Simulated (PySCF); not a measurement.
Working out the ionisation energy of Cd²⁺

Cd²⁺ [Kr] 4d10 (1S) → Cd³⁺ [Kr] 4d9 (2D). Computed with PySCF 2.14 in ANO-RCC-VTZP (7s6p4d2f1g, 68 functions), with scalar relativity by spin-free X2C-1e. Frozen: [Ar] 3d10. Energies in hartree (1 hartree = 27.21139 eV):

```json
{"part": "UHF", "Cd²⁺ (lower)": "-5590.300738", "Cd³⁺ (upper)": "-5588.980245"}
{"part": "MP2 opposite-spin", "Cd²⁺ (lower)": "-0.324972", "Cd³⁺ (upper)": "-0.286273"}
{"part": "MP2 same-spin", "Cd²⁺ (lower)": "-0.163483", "Cd³⁺ (upper)": "-0.138793"}
```

Problem. What does Hartree-Fock give?

Solution. (-5588.980245) − (-5590.300738) = 1.320493 hartree = 35.932 eV.

Problem. What do MP2 and SCS-MP2 (6/5 opposite-spin, 1/3 same-spin) give?

Solution. The opposite-spin parts differ by 1.053 eV and the same-spin parts by 0.672 eV. MP2: 35.932 + (1.053) + (0.672) = 37.657 eV. SCS-MP2: 35.932 + 1.2 × (1.053) + (0.672)/3 = 37.420 eV.

A first-order spin-orbit estimate adds -0.298 eV to MP2 (valence and next inner shell), giving 37.359 eV against 37.468 ± 0.006 eV (measured; NIST Atomic Spectra Database, ionization energies).

What remains against the reference includes basis incompleteness, the frozen core and correlation beyond second order.
